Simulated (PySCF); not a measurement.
Structure from NMR data

An unknown has the formula C$_{2}$H$_{8}$F$_{3}$NSi$_{2}$. Its calculated NMR data are:

1H NMR (600 MHz, computed): δ 5.30 (m, 1H), 5.09 (m, 1H), 4.41 (m, 1H), 0.59 (d, 3H), -0.20 (br s, 2H).

13C{1H} NMR (computed): δ 142.4, -7.7.

[PySCF 2.14.0 with density-fitted response routines: shielding tensors at PBE0/pcSseg-1 (GIAO); geometry: GFN2-xTB; no solvent; no relativistic terms; single conformer; one averaged value for each set of equivalent atoms]

δ = σ(ref) − σ, references computed at the same level: TMS for 1H (σref 31.72) and 13C (σref 186.93).

Question: Choose the structure that fits.
A. C[SiH2][Si@H](N)C(F)(F)F
B. C[Si@H]([SiH2]N)C(F)(F)F
C. CN([SiH3])C[Si](F)(F)F
D. CN([SiH3])[SiH2]C(F)(F)F

Answer: B. 

- The formula gives 0 degrees of unsaturation.
- 2 carbon signals for 2 carbons: no two carbons are equivalent.
- Carbon types of the structure: 1 × C, 1 × CH3, leaving 5 H on heteroatoms.
- δC 142.4: CF3 carbon; 3 electronegative neighbours deshield it.
- δC -7.7: methyl carbon bonded to Si; an electropositive neighbour leaves it electron-rich and shielded.
- δH 4.41: hydrogen on a silicon bonded to 2 C, Si.
- δH 0.59: hydrogen on a methyl carbon bonded to Si; an electropositive neighbour shields it, as in TMS itself.
- δH -0.20: hydrogen on a nitrogen bonded to Si; labile proton, position sensitive to the medium.

The others: CN([SiH3])C[Si](F)(F)F would give 3 signals for carbon-bound and other non-exchanging H, not 4; C[SiH2][Si@H](N)C(F)(F)F has carbons computed at 141.2, -10.7; CN([SiH3])[SiH2]C(F)(F)F would give 3 signals for carbon-bound and other non-exchanging H, not 4.

Exchangeable OH/NH protons stand at their gas-phase positions; hydrogen bonding in a real sample shifts them, mostly to higher δ. Splittings by 19F in the carbon and heteronuclear signals aren't shown, as no couplings were computed. Shifts are as computed. Against solution values, carbons near 30 ppm lie about +3 ppm off and those near 130 ppm about +5 ppm. Of 1309 compounds with measured shifts, 239 miss one by over three times the rms of a fit or turn the order of signals round; such compounds aren't used in these exercises. No couplings were computed; multiplicities are counted from neighbouring protons, with m where these are inequivalent, close in shift, in a saturated or five-membered ring or joined by F or P, and br s for small geminal =CH2 splittings.
